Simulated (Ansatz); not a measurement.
`[BH2][SnH2][SiH2][SiH3]` + NH₃ → `[BH2][SnH2][NH2]` + `[SiH3][SiH3]` at 600 K and 1 bar (cleavage of the Sn–Si bond).

Computed with Ansatz on PBE0-D4/def2-TZVP structures; ΔE is electronic, products minus reactants. CCSD(T)/CBS adds triple-zeta CCSD(T) − MP2 to the extrapolated MP2 energy (def2 sets, frozen cores). This one scheme is used for every species. def2 core potentials past Kr. For Sn outer-core shells are correlated without core-valence functions, which leaves a few kJ/mol of doubt a bond. One conformer a species, not always the lowest.

```tsv
species	CCSD(T)/CBS energy (Eh)	H − E (kJ/mol)	S (J/(mol·K))
`[BH2][SnH2][SiH2][SiH3]`	-822.33733	282.1	555.6
NH₃	-56.50880	112.4	219.5
`[BH2][SnH2][NH2]`	-297.08243	209.7	419.0
`[SiH3][SiH3]`	-581.74359	174.5	343.9
```

H − E and S are ideal-gas, rigid-rotor, harmonic terms from PBE0-D4/def2-TZVP, for one conformer and one mirror image of each species. 1 Eh = 2625.50 kJ/mol, R = 8.31446 J/(mol·K).

**Question.** By hand: ΔE, ΔH, ΔS and ΔG.

**Answer.** ΔE = (-297.08243) + (-581.74359) − (-822.33733) − (-56.50880) = 0.02011 Eh = 52.8 kJ/mol. Δ(H − E) = 209.7 + 174.5 − 282.1 − 112.4 = -10.3, so ΔH = 42.5 kJ/mol. ΔS = 419.0 + 343.9 − 555.6 − 219.5 = -12.2 J/(mol·K). ΔG = 42.5 − 600 × (-12.2)/1000 = 49.8 kJ/mol.

**Question.** By hand: the equilibrium constant, and the temperature at which ΔG would vanish if ΔH and ΔS stayed fixed.

**Answer.** log₁₀ K = −ΔG/(RT ln 10) = -4.3. ΔH and −TΔS have one sign here, so there is no such temperature.

The number of gas molecules stays the same, so ΔS is small and ΔH decides. A doubt of 5 kJ/mol in ΔE shifts log₁₀ K by 0.4 here. Other conformers and mirror images would add mixing entropy, several J/(mol·K) or more a flexible species. Modes under 60 cm⁻¹, often nearly free rotors, make the harmonic entropy too high. These are equilibria of isolated gas molecules and say nothing of rates. Largest T1 diagnostic: 0.014 (customary marks: 0.02 for closed shells, 0.045 for open ones).

ΔS is within the doubt of such terms, so its sign, and with it that verdict, could turn.
